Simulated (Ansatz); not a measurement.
Cost and result for the atomization energy of H3IOSSi (`O[SiH](S)I`) (7 atoms, 6 bonds).

The species carries charge 0 and has multiplicity 1. Correlated methods include outer-core shells of I, which these sets cover unevenly. I: def2 effective core potential. The geometry is a stationary point of PBE0-D4/def2-TZVP. It is one conformer, not always the lowest. Program: Ansatz. All runs use 4 threads of an Intel Xeon Platinum 8488C on a shared host. Times are those of one run each, without the atoms' runs, and a repeat can differ threefold. Electronic energies, without spin–orbit coupling; frozen cores. CCSD(T)/CBS adds CCSD(T) − MP2 in def2-TZVPP to the MP2 limit, and its time is that of the two runs behind it. T1 = 0.010. With those shells the extrapolation isn't a true limit. B3LYP takes the VWN-RPA correlation (the form of Gaussian; ORCA's B3LYP/G). HSE06 is the plane-wave form, built on full-range PBE exchange.

CCSD(T)/CBS is a level of theory with its own doubt, some kJ/mol a heavy atom from the limit and from the frozen cores, so smaller differences don't rank the functionals.

```tsv
level	functions	wall time	atomization (kcal/mol)	difference from CCSD(T)/CBS	per bond
BLYP-D4/def2-TZVPP	207	1.1 s	528.3	-11.5	-1.9
revPBE-D4/def2-TZVPP	207	1.1 s	526.6	-13.2	-2.2
PBE0-D4/def2-TZVPP	207	1.8 s	530.7	-9.1	-1.5
HSE06-D4/def2-TZVPP	207	2 s	531.2	-8.6	-1.4
CCSD(T)/def2-SVP	91	2 s	481.1	-58.7	-9.8
CAM-B3LYP-D4/def2-TZVPP	207	2.1 s	530.3	-9.5	-1.6
r2SCAN-D4/def2-TZVPP (with forces)	207	2.4 s	537.1	-2.7	-0.5
B3LYP-D4/def2-TZVPP (with forces)	207	2.5 s	529.2	-10.6	-1.8
B2PLYP/def2-TZVPP	207	2.9 s	524.2	-15.6	-2.6
ωB97M-V/def2-TZVPP (with forces)	207	5.5 s	536.0	-3.8	-0.6
MP2/def2-QZVPP	369	8.5 s	545.3	5.5	0.9
CCSD(T)/def2-TZVPP	207	46 s	518.2	-21.6	-3.6
CCSD(T)/CBS(def2)	–	54 s	539.8	0.0	0.0
```

Leaving LDA and LC-ωPBE aside and taking each functional with its dispersion term where it has one, the values, not all of them listed here, spread over 26.5 kcal/mol, from BHLYP-D4 to PBE-D4. LDA lies +79.5 kcal/mol from PBE without D4, its usual overbinding. In def2-TZVPP, CCSD(T) changes the Hartree–Fock value by +144.4 kcal/mol (the triples alone add +10.3 kcal/mol) and MP2 by +158.7 kcal/mol; breaking electron pairs costs correlation energy, which Hartree–Fock lacks. The D4 term adds +8.4 kcal/mol with B3LYP and +4.4 kcal/mol with PBE0; it sums over pairs of atoms, weighted by their polarisabilities, and B3LYP, whose exchange is more repulsive, gets the larger term.

Spin–orbit coupling would lower the free I atoms strongly, and the atomization energy with them, by more than many differences here.
